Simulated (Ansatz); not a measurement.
Two structures of SiH4BrCl, singlet, reached by relaxing down either side of one saddle point (PBE0-D4/def2-TZVP). Energies are electronic, without zero-point energy. Ansatz 0.2.0; basis: def2-TZVPP and def2-QZVPP; cores frozen in the correlated methods. Filled d shells of the heavier atoms are correlated. The def2 sets are not built for correlating such inner shells, so the correlated values are less sure here. Extrapolation: Hartree–Fock as exp(−7.88 √X), correlation as X^−2.97. First:

Si1  (-0.544, -0.933, 0.122)
Cl2  (1.511, -0.817, -0.067)
H3  (-0.896, -2.363, 0.267)
H4  (-1.148, -0.359, -1.099)
H5  (-0.936, -0.165, 1.324)
H6  (1.343, 1.690, -0.252)
Br7  (0.669, 2.947, -0.295)
(Å)

Second:

```xyz
7
angstrom
Si -1.0551 -0.1805 -0.1340
Cl 2.7678 -0.3607 0.8073
H -0.4383 -1.3660 -0.7661
H -2.4751 -0.0418 -0.5264
H -0.9068 -0.2130 1.3365
H 2.0912 0.5313 0.1703
Br 0.0163 1.6305 -0.8875
```

(1) Which bonds change from the first to the second?

(2) Give the saddle point's structure and its height above each. (An estimate is asked for; the value comes from the calculation.)

The T1 diagnostic stays at or below 0.010.

Answers

(1) SiH₃Cl ([SiH3][Cl]) + HBr → SiH₃Br ([SiH3][Br]) + HCl; bonds formed: Si1–Br7, Cl2–H6; bonds broken: Si1–Cl2, H6–Br7.

(2) By the calculation: 160.4 kJ/mol above the first and 160.9 kJ/mol above the second (CCSD(T) at an estimated basis limit (MP2 extrapolated from triple and quadruple zeta, plus CCSD(T) − MP2 in triple zeta)).
```xyz
7
angstrom
Si -0.5929 -0.4041 0.0206
Cl 1.8335 -0.5122 0.2188
H -0.4416 -1.8703 -0.1590
H -1.6417 -0.0545 -0.9657
H -0.9305 -0.0878 1.4190
H 1.5284 0.9036 -0.0624
Br 0.2448 2.0252 -0.4712
```

Labels in which every atom is bracketed show which atoms are joined, not bond orders.

For scale, one of the runs: CCSD(T)/def2-TZVPP, 188 basis functions, launched by `ansatz run in.yaml --threads 4 --pin off --events-out ev --progress --plain --max-ram 9574MiB`. The run took 40 s on 4 CPU threads of an Arm Neoverse V2 (shared host), with 1.9 GiB of host memory at its peak.
